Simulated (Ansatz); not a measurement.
Born–Oppenheimer molecular dynamics of C₃H₁₁B (15 atoms, charge 0, multiplicity 1). It starts from a rough guess of a transition structure, not a stationary point.

These are results of UKS B3LYP-D4/6-31G in Ansatz, not measurements.

| Property | Result |
| --- | --- |
| ensemble | NVE (velocity Verlet) |
| time step | 0.5 fs |
| steps asked | 150 |
| starting velocities drawn for | 300 K |
| seed | 952676 |

First frame:

```xyz
15
Properties=species:S:1:pos:R:3
B -0.107 0.305 -0.025
C 1.310 -0.761 0.509
C -0.266 0.287 -1.617
C -1.360 0.121 0.951
H 1.024 0.615 0.475
H 0.674 1.534 0.390
H 0.964 -1.764 0.265
H 2.239 -0.618 -0.043
H 1.511 -0.756 1.579
H -0.969 1.038 -1.968
H -0.642 -0.674 -1.964
H 0.675 0.464 -2.134
H -1.826 -0.854 0.818
H -1.090 0.202 2.002
H -2.136 0.861 0.764
```

(1) How far do the bonds stretch over the last three quarters of this one trajectory? (Pairs bonded in most of those frames.)

Answers

(1) 
```json
{"bond": "B1–C2", "mean (Å)": "1.584", "spread (Å)": "0.056", "shortest": "1.47", "longest": "1.67"}
{"bond": "B1–C3", "mean (Å)": "1.594", "spread (Å)": "0.051", "shortest": "1.49", "longest": "1.68"}
{"bond": "B1–C4", "mean (Å)": "1.586", "spread (Å)": "0.046", "shortest": "1.51", "longest": "1.65"}
{"bond": "C2–H7", "mean (Å)": "1.108", "spread (Å)": "0.036", "shortest": "1.05", "longest": "1.16"}
{"bond": "C2–H8", "mean (Å)": "1.101", "spread (Å)": "0.008", "shortest": "1.09", "longest": "1.11"}
{"bond": "C2–H9", "mean (Å)": "1.098", "spread (Å)": "0.004", "shortest": "1.09", "longest": "1.11"}
{"bond": "C3–H10", "mean (Å)": "1.100", "spread (Å)": "0.012", "shortest": "1.08", "longest": "1.12"}
{"bond": "C3–H11", "mean (Å)": "1.102", "spread (Å)": "0.014", "shortest": "1.08", "longest": "1.13"}
{"bond": "C3–H12", "mean (Å)": "1.109", "spread (Å)": "0.011", "shortest": "1.08", "longest": "1.13"}
{"bond": "C4–H13", "mean (Å)": "1.105", "spread (Å)": "0.017", "shortest": "1.08", "longest": "1.14"}
{"bond": "C4–H14", "mean (Å)": "1.107", "spread (Å)": "0.027", "shortest": "1.06", "longest": "1.16"}
{"bond": "C4–H15", "mean (Å)": "1.099", "spread (Å)": "0.016", "shortest": "1.07", "longest": "1.13"}
{"bond": "H5–H6", "mean (Å)": "0.748", "spread (Å)": "0.028", "shortest": "0.71", "longest": "0.79"}
```

Mean temperature of the second half: 991 K. The conserved energy stayed within 0.11 meV per atom of its start (net change 0.057 meV per atom), so the integration is sound. The system heated up, since it started high on the potential surface and ran downhill. A run of 0.075 ps of so small a system gives no equilibrium averages. The orbitals stay closed-shell, which can raise the energy where a bond breaks towards radicals; this wasn't checked here. Limits of this set-up: no polarisation functions.

The run took 8.2 min on 1 thread of AMD EPYC 7B13 (Zen 3), with other jobs on the host, peak memory 0.19 GiB.
